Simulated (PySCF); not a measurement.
Spectrum to structure. Theory: TDDFT CAM-B3LYP/def2-SVPD, vertical, gas phase, core orbitals frozen in the response in PySCF 2.14.0, density-fitted response routines. Geometries: GFN2-xTB, one conformer each.

| state | E (eV) | f |
| --- | --- | --- |
| S1 | 4.28 | 0.0001 |
| S2 | 4.50 | 0.156 |
| S3 | 4.68 | 0.0002 |
| S4 | 5.58 | 0.433 |
| S5 | 5.79 | 0.017 |
| S6 | 6.11 | 0.0000 |
| S7 | 6.37 | 0.0004 |
| S8 | 6.52 | 0.723 |

Triplets computed (Tamm–Dancoff): 2.80, 3.79, 3.98 eV.

Question: Which candidate is it? All have the formula C9H8.
A. `C#C[C@]12C=C[C@H](C=C1)C2`
B. `c1(C#CC)ccccc1`
C. `C=CC(=C)C#CC#CC`

Answer: C. Its S1, at 4.28 eV, is the lowest among the candidates; the nearest of the others has S1 at 5.15 eV. S1 is HOMO-1→LUMO (80%), HOMO-1→LUMO+2 (14%). Löwdin shares by element: HOMO carbon 60% or more (atoms not listed hold the other 40%); LUMO carbon 60% or more (atoms not listed hold the other 40%). At the same level the other candidates give, for their lowest levels:
- `C#C[C@]12C=C[C@H](C=C1)C2`: 5.15 eV (f 0.000); 6.13 eV (f 0.031); 6.62 eV (f 0.000); 6.67 eV (f 0.016); 6.74 eV (f 0.003); T1 3.52 eV; HOMO -8.00, LUMO 0.55 eV
- `CC#Cc1ccccc1`: 5.21 eV (f 0.000); 5.30 eV (f 0.385); 5.56 eV (f 0.000); 6.33 eV (f 0.003); 6.47 eV (f 0.007); T1 3.63 eV; HOMO -7.69, LUMO 0.28 eV

The values belong to the conformer `[CH2:1]=[CH:2][C:3](=[CH2:4])[C:5]#[C:6][C:7]#[C:8][CH3:9]`: C1–C2–C3–C4 180°.
